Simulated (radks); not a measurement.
Results of a calculation; reference values are marked as such.
Question: Excited configurations of Rb XIX: one electron is placed in a higher orbital outside [Ar]. The ground configuration is [Ar] 3d1. Code: a radial shooting solver on a logarithmic mesh with Libxc functionals. Model: Dirac Kohn-Sham, BLYP, spin-unpolarised, spherical densities, finite nucleus; open shells fill j = l - 1/2 first; Fermi nuclear charge, rms radius 4.2036 fm. Excitation = E - E(ground); binding = E(ion) - E, where the ion is the core of charge +19; n* = 19/sqrt(2 binding) in atomic units. These energies are relativistic, and a one-electron ion of charge +19 with no core already has n* below n in this formula (Dirac formula, point nucleus: 4s1/2 3.992, 4p1/2 3.992, 4d3/2 3.997, 4f5/2 3.999, 5f5/2 4.998, 7s1/2 6.991, 7f5/2 6.998). The quantum defect is therefore taken as that value minus n*, so that it holds no relativistic shift of the bare ion.

| outer orbital | excitation (eV) | binding (eV) | n* | quantum defect | eigenvalue (eV) | <r> (bohr) |
|---|---|---|---|---|---|---|
| 4p1/2 | 303.45 | 402.95 | 3.491 | 0.501 | -390.83 | 0.9264 |
| 4d3/2 | 345.51 | 360.89 | 3.689 | 0.308 | -348.73 | 0.9288 |
| 4f5/2 | 381.12 | 325.28 | 3.886 | 0.113 | -311.84 | 0.8634 |
| 5f5/2 | 499.05 | 207.35 | 4.867 | 0.131 | -200.92 | 1.554 |
| 7s1/2 | 586.00 | 120.40 | 6.387 | 0.604 | -117.20 | 3.249 |
| 7f5/2 | 601.42 | 104.98 | 6.840 | 0.158 | -101.90 | 3.407 |

Estimate the row for 4s1/2.

Answer: excitation (eV) 278.46; binding (eV) 427.94; n* 3.388; quantum defect 0.604; eigenvalue (eV) -415.75; <r> (bohr) 0.9187. The Delta-SCF ionisation energy is 706.40 eV (NIST Atomic Spectra Database: 706 eV, theoretical). Self-interaction in the functional shifts the binding energies and quantum defects, so they are the method's values and not measured ones. Spin polarisation and multiplet splitting are left out, so open shells lie too high by an amount that depends on their filling.

Beside tabulated values, note that spin-unpolarised runs miss the spin-polarisation part of the exchange energy of open shells.
